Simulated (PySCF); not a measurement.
**Molecular orbitals of HgC**

PBE0 at R = 2.160 Å; PySCF, scalar-relativistic core potentials, basis sets Hg cc-pVDZ-PP with ECP60, C cc-pVDZ. State: ³Σ⁻ (triplet), unpaired electrons π ↑↑. Only the outer orbitals are listed, counted within each symmetry, core potentials removing the inner ones.

| spin | orbital | occ. | ε (eV) | on Hg (%) | main shells (%) |
| --- | --- | --- | --- | --- | --- |
| α | 2π | 1 | -13.33 | 98 | 98 Hg d |
| α | 2π | 1 | -13.33 | 98 | 98 Hg d |
| α | 1δ | 1 | -12.99 | 100 | 100 Hg d |
| α | 1δ | 1 | -12.99 | 100 | 100 Hg d |
| α | 5σ | 1 | -12.76 | 81 | 78 Hg d, 16 C s |
| α | 6σ | 1 | -8.47 | 68 | 67 Hg s, 25 C p |
| α | 3π | 1 | -6.68 | 9 | 91 C p |
| α | 3π | 1 | -6.68 | 9 | 91 C p |
| α | 7σ | 0 | -3.24 | 48 | 53 C p, 23 Hg p, 22 Hg s |
| α | 4π | 0 | -0.44 | 95 | 95 Hg p |
| α | 4π | 0 | -0.44 | 95 | 95 Hg p |
| β | 4σ | 1 | -15.14 | 57 | 50 Hg d, 39 C s |
| β | 2π | 1 | -13.22 | 99 | 99 Hg d |
| β | 2π | 1 | -13.22 | 99 | 99 Hg d |
| β | 1δ | 1 | -12.98 | 100 | 100 Hg d |
| β | 1δ | 1 | -12.98 | 100 | 100 Hg d |
| β | 5σ | 1 | -11.81 | 61 | 46 Hg d, 39 C s, 13 Hg s |
| β | 6σ | 1 | -7.85 | 71 | 66 Hg s, 16 C s, 14 C p |
| β | 7σ | 0 | -2.54 | 38 | 61 C p, 26 Hg p, 11 Hg s |
| β | 3π | 0 | -1.84 | 56 | 56 Hg p, 44 C p |
| β | 3π | 0 | -1.84 | 56 | 56 Hg p, 44 C p |

Question: Which are the highest filled and the lowest empty level, where do they sit, and how wide is the gap?

Answer: Highest filled α 3π at -6.68 eV (in %: 91 C p); lowest empty α 7σ at -3.24 eV (in %: 53 C p, 23 Hg p, 22 Hg s); the gap at PBE0 is 3.44 eV.

```json
{
 "bond order (Mayer)": "1.14",
 "⟨S²⟩": "2.034",
 "charge on Hg (Mulliken, basis-dependent)": "0.28",
 "charge on Hg (Löwdin, basis-dependent)": "0.15",
 "dipole moment (positive dipole means Hg(−)C(+))": "-2.38 D",
 "polarisability along the bond": "71.8 bohr³",
 "polarisability across the bond": "37.1 bohr³"
}
```

Spin–orbit coupling is left out. The state is the lowest determinant that a PBE0 search found; another state may lie lower at other levels.
